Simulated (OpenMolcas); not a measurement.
## C III: effect of the active space

| Item | Value |
| --- | --- |
| Program | OpenMolcas |
| Method | SS-CASPT2 or its RAS form, IPEA 0.25 Eh, imaginary shift 0.1 Eh |
| Basis | ANO-RCC |
| Scalar Hamiltonian | DKH2, point nucleus |
| Spin-orbit coupling | state interaction with AMFI integrals over the reference wave functions, term energies averaged over their components |

A. 2 electrons in 8 orbitals (2s 2p 3s 3p); 2S+1 = 3 even, 3 roots; 2S+1 = 1 even, 7 roots; 2S+1 = 3 odd, 3 roots; 2S+1 = 1 odd, 3 roots; closed shells correlated: 1s; CASPT2 step about 6 core-seconds
B. 2 electrons in 9 orbitals (RAS2 2s 2p; RAS3 3d, at most 2 electrons); 2S+1 = 3 even, 3 roots; 2S+1 = 1 even, 7 roots; 2S+1 = 3 odd, 3 roots; 2S+1 = 1 odd, 3 roots; closed shells correlated: 1s; CASPT2 step of the order of 7 core-seconds

Energies in cm-1 above 2s2 1S0, the measured ground level; measured values from Moore, Selected Tables of Atomic Spectra, NSRDS-NBS 3, section 3.

| Level | A | B | Measured |
| --- | --- | --- | --- |
| 2s2 1S0 | 0.0 | 0.0 | 0.0 |
| 2s 2p 3P* 0 | 52500 | 52430 | 52367 |
| 2s 2p 3P* 1 | 52530 | 52460 | 52391 |
| 2s 2p 3P* 2 | 52580 | 52510 | 52447 |
| 2s 2p 1P* 1 | 103570 | 102830 | 102352 |
| 2p2 3P0 | 137800 | 137790 | 137426 |
| 2p2 3P1 | 137830 | 137820 | 137454 |
| 2p2 3P2 | 137880 | 137870 | 137502 |
| 2p2 1D2 | 147130 | 146420 | 145876 |
| 2p2 1S0 | 183020 | 183460 | 182520 |

Deviations, from unrounded energies. A percentage is the sum of absolute deviations over the sum of measured energies, with the sign that they share, or ± where signs differ.

```csv
Against measurement,Levels,A,B
mean absolute deviation (cm-1),9,500,360
other configurations (%),9,+0.5,+0.3
```

B lies closest to measurement on these levels. The largest miss of B in the table is 2p2 1S0, by +940 cm-1. The ranking rests on the paired levels alone, and a cruder setting can come out closer through cancelling errors.

Between A and B the level of the table that moves most is 2s 2p 1P* 1, by 740 cm-1 (lowest in B, highest in A). Moves below CASPT2's spread within the term are not significant.

CASPT2 does not keep the components of a term degenerate, so their means are used; among the terms shown or strongly mixed into the levels shown the widest spread is 53 cm-1 (2p2 1D, A). Active for correlation alone: 3p 3s; no level in the range computed is led by a configuration that fills them, so any true level of that kind is missing (holds for A). Active for correlation alone: 3d; no level in the range computed is led by a configuration that fills it, so any true level of that kind is missing (holds for B). Computed and measured levels are paired by configuration, term and J; levels that our copy of the source lacks, or whose pairing is in doubt (as where it misses far off the trend of its configuration), stay unpaired and out of the deviations. Only configurations of the active space appear.

* marks odd parity.
